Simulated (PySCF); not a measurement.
**Electronic absorption of Ta(NH)(OMe)3**

Species: Ta(NH)(OMe)3, C3H10NO3Ta (singlet state).
Structure used (PBE0-D3(BJ)/def2-SVP), in Å, numbered top down from 1:
```xyz
18
C3H10NO3Ta angstrom
Ta    -0.0016    0.0051   -0.0139
N      0.0528   -0.0195    1.7606
H      0.0752   -0.0405    2.7719
O      1.6353   -0.7083   -0.6774
C      2.8672   -1.2738   -0.3693
H      3.0418   -1.2979    0.7209
H      3.6819   -0.6950   -0.8374
H      2.9219   -2.3075   -0.7519
O     -0.2241    1.8079   -0.5867
C     -0.3449    3.1402   -0.2107
H     -0.3070    3.2579    0.8867
H     -1.3022    3.5552   -0.5706
H      0.4710    3.7387   -0.6515
O     -1.4713   -1.0545   -0.5970
C     -2.5571   -1.8533   -0.2643
H     -2.6740   -1.9460    0.8300
H     -2.4331   -2.8656   -0.6860
H     -3.4882   -1.4263   -0.6757
```

Computed with TDDFT PBE0/def2-SVPD, vertical, gas phase, core orbitals frozen in the response, def2 core potentials past Kr in PySCF 2.14.0, density-fitted response routines. Spin–orbit coupling is left out.

Problem. List the vertical singlet excitations with oscillator strengths and describe the spectrum.

Solution. 

```tsv
state	E (eV)	E (hartree)	f	main configurations (H = HOMO, L = LUMO)
S1	5.97	0.2194	0.0000	H-1/H→L+1/L+2 (≥70%)
S2	6.17	0.2267	0.0022	H-1/H→L+1/L+2 (≥74%)
S3	6.17	0.2268	0.0032	H-1/H→L+1/L+2 (≥74%)
S4	6.41	0.2357	0.048	H-1/H→L (≥87%)
S5	6.42	0.2360	0.048	H-1/H→L (≥85%)
S6	6.44	0.2367	0.024	H-1/H→L+1/L+2 (≥62%)
S7	6.75	0.2479	0.0000	H-1/H→L+5 (≥17%), H-1/H→L+7 (≥15%), H-1/H→L+4 (≥15%)
S8	6.87	0.2523	0.0006	H-2→L+1/L+2 (≥30%), H-3→L+1/L+2 (≥13%), H-4→L+1/L+2 (≥12%)
S9	6.87	0.2525	0.0006	H-2→L+1/L+2 (≥24%), H-3→L+1/L+2 (≥14%), H-4→L+1/L+2 (≥12%)
```

Triplets (Tamm–Dancoff): T1 5.24 eV, H-1/H→L+1/L+2 (≥44%); T2 5.58 eV, H-1/H→L+1/L+2 (≥53%); T3 5.58 eV, H-1/H→L+1/L+2 (≥53%).

The lowest singlet comes at 208 nm (576 kJ/mol) in the ultraviolet; it is dark (f under 0.0005); its leading configuration is HOMO-1/HOMO→LUMO+1/LUMO+2 (≥70%). The strongest level in the table is S4/S5 at 6.41 eV (193 nm, f = 0.096 summed). S2/S3, S4/S5 and S8/S9 lie within about 0.01 eV of each other in each set. Löwdin shares by element: HOMO (one of a set within 0.03 eV) nitrogen 57%, tantalum 20%, oxygen 9% or more, hydrogen 6% or more; LUMO tantalum 43%, carbon 20% (atoms not listed hold the other 37%); for S4 the Löwdin share of tantalum is 20% in HOMO and 43% in LUMO. Of the 9 states listed, 3 reach f = 0.01 and 2 stay under 0.0005. The listed states span 0.90 eV, and the widest gap between neighbours is 0.31 eV (S6 to S7). Weighted by f, the mean energy of these states is 6.42 eV. Orbitals of the list HOMO-3 to LUMO+2 that lie within 0.01 eV of each other are written together with a slash and their weights summed (≥ marks a lower bound); for degenerate orbitals outside that list single weights are arbitrary. The window holds the lowest 10 singlets. The highest level found (6.91 eV, f 0.0043 so far) is left out, since the window may have cut off a degenerate partner.

On one thread of an AMD EPYC, on a shared host, this took 3.7 min wall, 2.9 min CPU (grids of density and orbitals included) and 1.2 GiB of memory at its peak.
